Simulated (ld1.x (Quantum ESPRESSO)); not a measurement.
# What the settings do to the ultrasoft potential of Yb (Z = 70)

Base potential:

* Element: Yb (Z = 70)
* Generator: ld1.x (Quantum ESPRESSO) 7.5
* Type: ultrasoft
* Functional: BLYP
* Relativity: fully relativistic
* Frozen core: [Kr] 4d10
* Valence charge: 24
* Reference configuration: 4f14 5s2 5p6 5d0.5 6s1.5 6p0
* Partial waves: 5s (bound): rcut 1.55, rcutus 1.75 bohr; 6s (bound): rcut 1.55, rcutus 1.75 bohr; 5p (bound): rcut 2.00, rcutus 2.15 bohr; 6p (bound, empty): rcut 2.00, rcutus 2.15 bohr; 5d (bound): rcut 2.85, rcutus 3.95 bohr; 5d channel at 3 Ry: rcut 2.85, rcutus 3.95 bohr; 4f (bound): rcut 0.95, rcutus 1.15 bohr; 4f channel at 4.35 Ry: rcut 0.95, rcutus 1.15 bohr
* Local potential: all-electron potential smoothed inside 1.55 bohr (lloc = -1)
* Core correction: none
* Augmentation charge: PSQ, radius 1.00 bohr

Open shells are filled in proportion to 2j + 1 (rel_dist='average').

All-electron outer shells of the reference configuration (BLYP, scalar-relativistic, ld1.x):

```csv
shell,level (eV),outermost node (bohr),outermost maximum (bohr)
4p,-337.80,0.26,0.48
4d,-177.54,0.24,0.49
5s,-54.54,0.58,1.07
5p,-27.06,0.62,1.24
6s,-3.85,1.47,3.24
4f,-2.66,–,0.49
6p,-1.07,1.82,4.78
5d,-0.58,0.70,2.20
```

Cutoffs, loose and tight: the cutoffs (Ry, on a coarse ladder) from which the occupation-weighted sum of valence levels, in a spherical-Bessel basis at the reference potential, stays within 10 and 1 mRy of its value at 400 Ry. They do not see the model core or the augmentation charge, which bear on the density cutoff. Test errors are all-electron minus pseudo excitation energies from the reference, over the configurations 4f14 5s2 5p6 5d0 6s2 6p0; 4f14 5s2 5p6 5d0 6s1 6p0; 4f14 5s2 5p6 5d0 6s0 6p0; 4f13 5s2 5p6 5d0 6s2 6p0; 4f13 5s2 5p6 5d0 6s0 6p0; 4f14 5s2 5p6 5d1 6s1 6p0; 4f14 5s1 5p6 5d0 6s2 6p0. A dash means not determined; rows that change the core or the reference have their own tests. The largest error is taken over the tests solved by every variant that gives reliable tests at all: 4f14 5s2 5p6 5d0 6s0 6p0; 4f14 5s2 5p6 5d0 6s1 6p0; 4f14 5s2 5p6 5d0 6s2 6p0.

Cutoffs are not given where the Bessel-basis levels miss the radial ones by over 6 mRy, ghosts where they miss by over 20 mRy; a channel whose overlap is not positive is not tested.

A file whose overlap is not positive is unfit for use, and its test errors describe a broken file.

| change | outcome | bound ghosts | largest test error (meV) |
| --- | --- | --- | --- |
| base | generated, overlap not positive | not determined (overlap not positive) | +1.6 |
| waves 4f (bound): rcut 0.70, rcutus 0.74 bohr; 4f channel at 4.35 Ry: rcut 0.70, rcutus 0.74 bohr | generated, overlap not positive | not determined (overlap not positive) | +1.1 |
| waves 4f (bound): rcut 0.82, rcutus 0.86 bohr; 4f channel at 4.35 Ry: rcut 0.82, rcutus 0.86 bohr | generated, overlap not positive | not determined (overlap not positive) | +1.4 |
| waves 4f (bound): rcut 0.90, rcutus 0.96 bohr; 4f channel at 4.35 Ry: rcut 0.90, rcutus 0.96 bohr | generated, overlap not positive | not determined (overlap not positive) | +1.6 |
| waves 4f (bound): rcut 0.95, rcutus 1.14 bohr; 4f channel at 4.35 Ry: rcut 0.95, rcutus 1.14 bohr | generated, overlap not positive | not determined (overlap not positive) | +1.6 |
| waves 4f (bound): rcut 0.95, rcutus 1.24 bohr; 4f channel at 4.35 Ry: rcut 0.95, rcutus 1.24 bohr | generated, overlap not positive | not determined (overlap not positive) | +1.4 |
| waves 4f (bound): rcut 0.95, rcutus 1.32 bohr; 4f channel at 4.35 Ry: rcut 0.95, rcutus 1.32 bohr | generated, overlap not positive | not determined (overlap not positive) | +1.3 |
| waves 4f (bound): rcut 0.95, rcutus 1.48 bohr; 4f channel at 4.35 Ry: rcut 0.95, rcutus 1.48 bohr | generated, overlap not positive | not determined (overlap not positive) | +1.1 |
| waves 4f (bound): rcut 0.95, rcutus 1.64 bohr; 4f channel at 4.35 Ry: rcut 0.95, rcutus 1.64 bohr | generated, overlap not positive | not determined (overlap not positive) | -0.5 |
| waves 4f (bound): rcut 0.95, rcutus 1.74 bohr; 4f channel at 4.35 Ry: rcut 0.95, rcutus 1.74 bohr | generated, overlap not positive | not determined (overlap not positive) | +0.8 |
